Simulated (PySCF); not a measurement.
C4H7BN2, singlet, at a GFN2-xTB geometry. Base run: PBE/3-21G run with PySCF.

The PySCF input:
```python
from pyscf import gto, scf, dft

mol = gto.M(
    atom='''
N    -2.79872885    0.68789285    0.67014290
C    -1.89780198    0.18362737    0.17414320
C    -0.74259252   -0.41875288   -0.41803720
C     0.27713910    0.60372441   -0.99892108
B     1.36801075   -0.05363044   -0.04750431
N     2.72439461    0.10039212    0.11072276
C     0.27048721   -0.99453731    0.61389313
H    -1.06312774   -1.15996706   -1.15388540
H     0.39048593    0.53216144   -2.07956089
H    -0.00364615    1.63212613   -0.77155482
H     3.27602646    0.75725216   -0.41622991
H     3.27111494   -0.42285023    0.77461754
H    -0.01358830   -0.75669442    1.63901640
H     0.37962989   -2.07624016    0.55259071
''',
    basis='3-21g',
    verbose=4,
)

mf = dft.RKS(mol)
mf.xc = 'pbe'
mf.kernel()
mf.analyze()
```

Variants of this job, named by their change:

```
change                                     ΔE vs base (µEh)  grid points  electrons on the grid
-----------------------------------------  ----------------  -----------  ---------------------
base                                                    0.0       166984               50.00004
grids.radi_method = mura_knowles                       -0.2       158376               50.00004
grids.atom_grid = (75, 302)                             0.1       202192               50.00004
grids.atom_grid = (99, 590)                             8.0       450024               50.00000
grids.prune = dft.gen_grid.sg1_prune                    6.5        74472               49.99992
grids.level = 0                                        9510        11896               50.01238
grids.prune = dft.gen_grid.treutler_prune               0.8       144552               50.00003
grids.atom_grid = (50, 194)                             1.4        92048               49.99992
grids.level = 2                                         2.6       115632               50.00002
grids.level = 4                                         8.2       308248               50.00000
small_rho_cutoff = 0                                    0.0       166984               50.00004
```
